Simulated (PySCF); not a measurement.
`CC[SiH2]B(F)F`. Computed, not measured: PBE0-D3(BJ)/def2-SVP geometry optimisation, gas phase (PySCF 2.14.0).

```
atom  x, y, z in Å
C1    -1.8086   -0.0934   -0.2028
C2    -0.3877   -0.5146    0.1569
Si3    0.9697    0.6222   -0.5002
B4     2.7931   -0.1455   -0.0291
F5     2.9494   -1.4478    0.1408
F6     3.8808    0.5871    0.1196
H7    -2.5554   -0.7862    0.2163
H8    -1.9588   -0.0691   -1.2936
H9    -2.0427    0.9125    0.1802
H10   -0.1706   -1.5295   -0.2197
H11   -0.2659   -0.5751    1.2526
H12    0.8368    2.0077    0.0522
H13    0.8835    0.7286   -1.9947
```

**Question.** Which two atoms are farthest apart?

**Answer.** F6···H7, 6.58 Å; the next longest distance is 6.04 Å.

**Question.** Work out the bond lengths C1–H7, C1–H9, C2–Si3, Si3–H12, Si3–H13, B4–F5 in pm.

**Answer.** For C1–H7 the difference vector is (-0.7468, -0.6928, 0.4191) Å, of length 1.1015 Å. C1–H7 110.2; C1–H9 110.2; C2–Si3 188.9; Si3–H12 149.7; Si3–H13 150.1; B4–F5 132.3 pm.

**Question.** Where is the centre of mass (commonest isotopes), and what is the radius of gyration?

**Answer.** Mass 108.038 u; centre at (1.444, -0.066, -0.109) Å; Rg = √(Σ m r²/M) = 2.106 Å. As Ia + Ib + Ic = 2 Σ m r², the three principal moments sum to 958.6 u·Å².

**Question.** Give the dihedral angles H10–C2–Si3–H12, C1–C2–Si3–H13, H13–Si3–B4–F6, H7–C1–C2–H10, H13–Si3–B4–F5.

**Answer.** H10–C2–Si3–H12 -175° (antiperiplanar); C1–C2–Si3–H13 -58° (synclinal); H13–Si3–B4–F6 86° (synclinal); H7–C1–C2–H10 59° (synclinal); H13–Si3–B4–F5 -93° (anticlinal). Dihedral signs follow IUPAC: positive where, seen along the central bond, the front bond turns clockwise onto the rear one.

**Question.** What are the angles C2–C1–H9, C2–C1–H7, Si3–C2–H11, B4–Si3–H12, B4–Si3–H13, Si3–B4–F6, Si3–B4–F5?

**Answer.** From the scalar product of the two bond vectors; for C2–C1–H9 it is -0.6186 Å² over 1.5250 × 1.1015 Å², cos θ = -0.3682. C2–C1–H9 111.6°; C2–C1–H7 111.6°; Si3–C2–H11 107.4°; B4–Si3–H12 110.1°; B4–Si3–H13 108.0°; Si3–B4–F6 123.7°; Si3–B4–F5 120.5°.

**Question.** How far apart are these pairs, which share no bond: C1···Si3, C1···H10, C1···H11, Si3···F5, B4···H10, F6···H9?

**Answer.** C1···Si3 2.884 Å (2 bonds apart); C1···H10 2.178 Å (2 bonds apart); C1···H11 2.175 Å (2 bonds apart); Si3···F5 2.935 Å (2 bonds apart); B4···H10 3.276 Å (3 bonds apart); F6···H9 5.933 Å (5 bonds apart).

**Question.** What is the repulsion energy of the bare nuclei, Σ ZA·ZB/RAB?

**Answer.** 276.47 Eh over 78 pairs, with full nuclear charges and distances in bohr; the largest single term is 23.54 Eh (C2 with Si3).

**Question.** How far are the heavy atoms from their best plane (unweighted least squares)?

**Answer.** 0.172 Å rms; C1 0.00, C2 0.21, Si3 0.27, B4 0.03, F5 0.13, F6 0.21 Å (magnitudes).

Not checked by PBE0-D3(BJ)/def2-SVP frequencies. One conformer, not necessarily the lowest.

The run took 43 s on Arm Neoverse V1, one thread, shared host, and the process peaked at 0.51 GiB of memory. That covers the optimisation of the geometry.
